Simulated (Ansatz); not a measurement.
Cost and result for the atomization energy of CH$_{4}$AlClGe (8 atoms, 9 bonds).

```xyz
8

Cl    2.154    0.492   -0.365
Ge    0.107   -0.438   -1.647
C    -0.903    0.619   -0.230
Al    0.435   -0.181    0.894
H     0.349   -1.587   -0.373
H    -1.918    0.220   -0.132
H    -0.933    1.683   -0.456
H     0.709   -0.808    2.308
```

Total charge 0; spin multiplicity 1. Correlated methods include outer-core shells of Ge, which these sets cover unevenly. Scalar relativity is left out up to krypton. The bonds changed during the relaxation, so this is another structure than the one it started from. The geometry is a stationary point of PBE0-D4/def2-TZVP. Program: Ansatz. All runs use 4 threads of a server CPU on a shared host. Times are those of one run each, without the atoms' runs, and a repeat can differ threefold. Electronic energies, without spin–orbit coupling; frozen cores. CCSD(T)/CBS adds CCSD(T) − MP2 in def2-TZVPP to the MP2 limit, and its time is that of the two runs behind it. T1 = 0.013. With those shells the extrapolation isn't a true limit. HSE06 is the plane-wave form, built on full-range PBE exchange.

CCSD(T)/CBS is a level of theory with its own doubt, some kJ/mol a heavy atom from the limit and from the frozen cores, so smaller differences don't rank the functionals.

```tsv
level	functions	wall time
revPBE-D4/def2-TZVPP	219	1.1 s
BLYP-D4/def2-TZVPP	219	1.1 s
BHLYP-D4/def2-TZVPP	219	1.9 s
CCSD(T)/def2-SVP	102	2 s
HSE06-D4/def2-TZVPP	219	2.1 s
CAM-B3LYP-D4/def2-TZVPP	219	2.2 s
r2SCANh-D4/def2-TZVPP	219	2.8 s
B2PLYP/def2-TZVPP	219	2.9 s
PBE-QIDH/def2-TZVPP	219	3.1 s
B97M-V/def2-TZVPP	219	3.3 s
MP2/def2-QZVPP	406	12 s
CCSD(T)/def2-TZVPP	219	27 s
CCSD(T)/CBS(def2)	–	38 s
```

Task: What atomization energy does each give, and how far from CCSD(T)/CBS? (An estimate is asked.)

Result: Computed: 
```csv
level,atomization (kcal/mol),difference from CCSD(T)/CBS,per bond
revPBE-D4/def2-TZVPP,586.7,-9.3,-1.0
BLYP-D4/def2-TZVPP,585.0,-11.0,-1.2
BHLYP-D4/def2-TZVPP,576.2,-19.8,-2.2
CCSD(T)/def2-SVP,554.3,-41.7,-4.6
HSE06-D4/def2-TZVPP,593.0,-3.0,-0.3
CAM-B3LYP-D4/def2-TZVPP,589.0,-7.0,-0.8
r2SCANh-D4/def2-TZVPP,595.2,-0.8,-0.1
B2PLYP/def2-TZVPP,582.2,-13.8,-1.5
PBE-QIDH/def2-TZVPP,590.4,-5.6,-0.6
B97M-V/def2-TZVPP,604.5,8.5,0.9
MP2/def2-QZVPP,595.7,-0.3,0.0
CCSD(T)/def2-TZVPP,578.8,-17.2,-1.9
CCSD(T)/CBS(def2),596.0,0.0,0.0
```

From PBE to PBE0 (25 % exact exchange), in def2-TZVPP and without D4, the atomization energy moves by −6.3 kcal/mol: exact exchange takes away binding that semilocal exchange gives to molecules. At CCSD(T), def2-SVP lies −41.7 kcal/mol from the extrapolated value and def2-TZVPP −17.2 kcal/mol: correlation converges slowly with the basis, and small sets miss more of it in the bonded molecule than in its fragments. The D4 term adds +8.7 kcal/mol with B3LYP and +4.4 kcal/mol with PBE0; it sums over pairs of atoms, weighted by their polarisabilities, and B3LYP, whose exchange is more repulsive, gets the larger term.

B3LYP here is the variant with VWN-RPA as its local correlation; programs differ in this.
